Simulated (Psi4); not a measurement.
Psi4 input (wB97X-D/6-311+G**):

```
memory 1500 MB

molecule {
1 2
Si   -0.26309224   -0.33452647    0.36030131
H    -1.07592726   -1.32984891   -0.45101478
F     0.52880206    0.66813551   -0.51035595
symmetry c1
no_reorient
no_com
}

set {
  basis 6-311+G**
  reference uks
  scf_type pk
  dft_radial_points 99
  dft_spherical_points 590
  e_convergence 1e-8
  d_convergence 1e-7
  maxiter 150
}

e = energy('wb97x-d')
print_out(f'\nFINAL {e:.10f} DIPOLE {variable("CURRENT DIPOLE")[0]:.6f} {variable("CURRENT DIPOLE")[1]:.6f} {variable("CURRENT DIPOLE")[2]:.6f}\n')
```

Output:

```
   => Loading Basis Set <=

    Name: 6-311+G**
    Role: ORBITAL
    Keyword: BASIS
    atoms 1 entry SI         line   351 file 6-311pgss.gbs
    atoms 2 entry H          line    42 file 6-311pgss.gbs
    atoms 3 entry F          line   192 file 6-311pgss.gbs

   => WB97X-D: Empirical Dispersion <=

    Chai and Head-Gordon Dispersion Correction
    Chai, J.-D.; Head-Gordon, M. (2010), J. Chem. Phys., 132: 6615-6620

        s6 =       1.000000

         ---------------------------------------------------------
                                   SCF
               by Justin Turney, Rob Parrish, Andy Simmonett
                          and Daniel G. A. Smith
                              UKS Reference
         ---------------------------------------------------------

  ==> Geometry <==

    Molecular point group: c1
    Full point group: C1

    Geometry (in Angstrom), charge = 1, multiplicity = 2:

       Center              X                  Y                   Z               Mass
    ------------   -----------------  -----------------  -----------------  -----------------
         SI          -0.263092240000    -0.334526470000     0.360301310000    27.976926534650
         H           -1.075927260000    -1.329848910000    -0.451014780000     1.007825032230
         F            0.528802060000     0.668135510000    -0.510355950000    18.998403162730

  Running in c1 symmetry.

  Rotational constants: A =      9.14829  B =      0.58630  C =      0.55099 [cm^-1]
  Rotational constants: A = 274258.74954  B =  17576.90234  C =  16518.26713 [MHz]
  Nuclear repulsion =   49.857897124463804

  Charge       = 1
  Multiplicity = 2
  Electrons    = 23
  Nalpha       = 12
  Nbeta        = 11

  ==> Algorithm <==

  SCF Algorithm Type is PK.
  DIIS enabled.
  MOM disabled.
  Fractional occupation disabled.
  Guess Type is SAD.
  Energy threshold   = 1.00e-08
  Density threshold  = 1.00e-07
  Integral threshold = 1.00e-12

  ==> Primary Basis <==

  Basis Set: 6-311+G**
    Blend: 6-311+G**
    Number of shells: 28
    Number of basis functions: 58
    Number of Cartesian functions: 60
    Spherical Harmonics?: true
    Max angular momentum: 2

  ==> DFT Potential <==

   => LibXC <=

    Version 7.1.2
    S. Lehtola, C. Steigemann, M. J. T. Oliveira, and M. A. L. Marques,  SoftwareX 7, 1–5 (2018) (10.1016/j.softx.2017.11.002)

   => Composite Functional: WB97X-D <=

    wB97X-D Hyb-GGA Exchange-Correlation Functional

    J.-D. Chai and M. Head-Gordon,  Phys. Chem. Chem. Phys. 10, 6615–6620 (2008) (10.1039/B810189B)

    Deriv               =              1
    GGA                 =           TRUE
    Meta                =          FALSE

    Exchange Hybrid     =           TRUE
    MP2 Hybrid          =          FALSE

   => Exchange-Correlation Functionals <=

    1.0000   wB97X-D range-separated functional

   => Exact (HF) Exchange <=

    0.7780            HF,LR [omega = 0.2000]
    0.2220               HF

   => LibXC Density Thresholds  <==

    XC_HYB_GGA_XC_WB97X_D:  1.00E-14

   => Molecular Quadrature <=

    Radial Scheme          =       TREUTLER
    Pruning Scheme         =           NONE
    Nuclear Scheme         =       TREUTLER

    Blocking Scheme        =         OCTREE
    BS radius alpha        =              1
    Pruning alpha          =              1
    Radial Points          =             99
    Spherical Points       =            590
    Total Points           =         170856
    Total Blocks           =           1303
    Max Points             =            256
    Max Functions          =             58
    Weights Tolerance      =       1.00E-15

  ==> Integral Setup <==

  Using in-core PK algorithm.
   Calculation information:
      Number of atoms:                   3
      Number of AO shells:              28
      Number of primitives:             50
      Number of atomic orbitals:        60
      Number of basis functions:        58

      Integral cutoff                 1.00e-12
      Number of threads:                 1

  Performing in-core PK
  Using 4393848 doubles for integral storage.
  We computed 78981 shell quartets total.
  Whereas there are 82621 unique shell quartets.

  Computing range-separated integrals for PK
  We computed 78981 wK shell quartets total.
  Whereas there are 82621 wK unique shell quartets.

  ==> DiskJK: Disk-Based J/K Matrices <==

    J tasked:                  Yes
    K tasked:                  Yes
    wK tasked:                 Yes
    Omega:               2.000E-01
    Schwarz Cutoff:          1E-12


  Cached 100.0% of DFT collocation blocks in 0.228 [GiB].

  Minimum eigenvalue in the overlap matrix is 4.6645283860E-03.
  Reciprocal condition number of the overlap matrix is 9.2586035133E-04.
    Using symmetric orthogonalization.

  ==> Pre-Iterations <==

  SCF Guess: Superposition of Atomic Densities via on-the-fly atomic UHF (no occupation information).

   -------------------------
    Irrep   Nso     Nmo
   -------------------------
     A         58      58
   -------------------------
    Total      58      58
   -------------------------

  ==> Iterations <==

                        Total Energy        Delta E     RMS |[F,P]|

   @UKS iter SAD:  -389.37606448927727   -3.89376e+02   0.00000e+00
   @UKS iter   1:  -389.51739920171440   -1.41335e-01   7.25034e-03 DIIS/ADIIS
   @UKS iter   2:  -389.49211692575830    2.52823e-02   9.32813e-03 DIIS/ADIIS
   @UKS iter   3:  -389.57705626044032   -8.49393e-02   9.59264e-04 DIIS/ADIIS
   @UKS iter   4:  -389.57801196208078   -9.55702e-04   1.58636e-04 DIIS/ADIIS
   @UKS iter   5:  -389.57816669319476   -1.54731e-04   5.55401e-05 DIIS
   @UKS iter   6:  -389.57819655616333   -2.98630e-05   2.34174e-05 DIIS
   @UKS iter   7:  -389.57820171263711   -5.15647e-06   6.55652e-06 DIIS
   @UKS iter   8:  -389.57820208706931   -3.74432e-07   1.71064e-06 DIIS
   @UKS iter   9:  -389.57820210462575   -1.75564e-08   3.54586e-07 DIIS
   @UKS iter  10:  -389.57820210569980   -1.07406e-09   9.15099e-08 DIIS
  Energy and wave function converged.

  ==> Post-Iterations <==

   Electrons on quadrature grid:
      Nalpha   =   12.0000001448 ; deviation = 1.448e-07
      Nbeta    =   11.0000001281 ; deviation = 1.281e-07
      Ntotal   =   23.0000002729 ; deviation = 2.729e-07

   @Spin Contamination Metric:   4.390163474E-03
   @S^2 Expected:                7.500000000E-01
   @S^2 Observed:                7.543901635E-01
   @S   Expected:                5.000000000E-01
   @S   Observed:                5.000000000E-01

    Orbital Energies [Eh]
    ---------------------

    Alpha Occupied:

       1A    -66.663033     2A    -25.106057     3A     -5.788343
       4A     -4.135943     5A     -4.132674     6A     -4.128935
       7A     -1.605852     8A     -0.941636     9A     -0.846329
      10A     -0.829376    11A     -0.814547    12A     -0.644331

    Alpha Virtual:

      13A     -0.308871    14A     -0.186873    15A     -0.127643
      16A     -0.095246    17A     -0.069736    18A     -0.064318
      19A     -0.041295    20A      0.104087    21A      0.108490
      22A      0.131758    23A      0.136032    24A      0.143944
      25A      0.163141    26A      0.198101    27A      0.243680
      28A      0.259329    29A      0.296668    30A      0.378623
      31A      0.408833    32A      0.541978    33A      0.738345
      34A      0.971588    35A      0.982507    36A      0.989349
      37A      1.097493    38A      1.135743    39A      1.196513
      40A      1.205594    41A      1.309635    42A      1.720423
      43A      1.745055    44A      2.326200    45A      3.568178
      46A      3.571446    47A      3.627618    48A      3.635317
      49A      3.985610    50A      5.219849    51A      6.096421
      52A      6.109922    53A      6.144959    54A     11.021077
      55A     11.081680    56A     11.245500    57A     66.613686
      58A    140.656478

    Beta Occupied:

       1A    -66.659194     2A    -25.103560     3A     -5.784236
       4A     -4.133080     5A     -4.127739     6A     -4.122516
       7A     -1.599401     8A     -0.923129     9A     -0.827045
      10A     -0.825978    11A     -0.788609

    Beta Virtual:

      12A     -0.372812    13A     -0.291323    14A     -0.174443
      15A     -0.104934    16A     -0.076893    17A     -0.052527
      18A     -0.045643    19A     -0.033345    20A      0.106587
      21A      0.117720    22A      0.139223    23A      0.141450
      24A      0.148623    25A      0.171832    26A      0.215264
      27A      0.253892    28A      0.263697    29A      0.331291
      30A      0.415536    31A      0.429345    32A      0.570971
      33A      0.751303    34A      0.993805    35A      0.993859
      36A      1.005003    37A      1.107535    38A      1.137323
      39A      1.201179    40A      1.238239    41A      1.334360
      42A      1.728509    43A      1.768848    44A      2.366890
      45A      3.572955    46A      3.576223    47A      3.631328
      48A      3.643199    49A      3.991634    50A      5.228696
      51A      6.098123    52A      6.117971    53A      6.149707
      54A     11.024257    55A     11.091080    56A     11.248478
      57A     66.615524    58A    140.660667

    Final Occupation by Irrep:
              A
    DOCC [    11 ]
    SOCC [     1 ]
    NA   [    12 ]
    NB   [    11 ]

  @UKS Final Energy:  -389.57820210569980

   => Energetics <=

    Nuclear Repulsion Energy =             49.8578971244638041
    One-Electron Energy =                -632.7460723055576182
    Two-Electron Energy =                 216.0057249770231920
    DFT Exchange-Correlation Energy =     -22.6955705112491692
    Empirical Dispersion Energy =          -0.0001813903799714
    VV10 Nonlocal Energy =                  0.0000000000000000
    Total Energy =                       -389.5782021056998019

  UHF NO Occupations:
  HONO-2 :   10  A 1.9998743
  HONO-1 :   11  A 1.9980053
  HONO-0 :   12  A 1.0000000
  LUNO+0 :   13  A 0.0019947
  LUNO+1 :   14  A 0.0001257
  LUNO+2 :   15  A 0.0000690
  LUNO+3 :   16  A 0.0000041

Computation Completed

Properties will be evaluated at   0.000000,   0.000000,   0.000000 [a0]

Properties computed using the SCF density matrix

 Multipole Moments:

 ------------------------------------------------------------------------------------
     Multipole            Electronic (a.u.)      Nuclear  (a.u.)        Total (a.u.)
 ------------------------------------------------------------------------------------

 L = 1.  Multiply by 2.5417464519 to convert [e a0] to [Debye]
 Dipole X            :         -0.8447740           -0.0000002           -0.8447742
 Dipole Y            :         -1.0664932            0.0000002           -1.0664931
 Dipole Z            :          0.7715078            0.0000000            0.7715078
 Magnitude           :                                                    1.5640572

 ------------------------------------------------------------------------------------

FINAL -389.5782021057 DIPOLE -0.844774 -1.066493 0.771508

*** Psi4 exiting successfully. Buy a developer a beer!
```

The dipole moment of an ion depends on the origin.
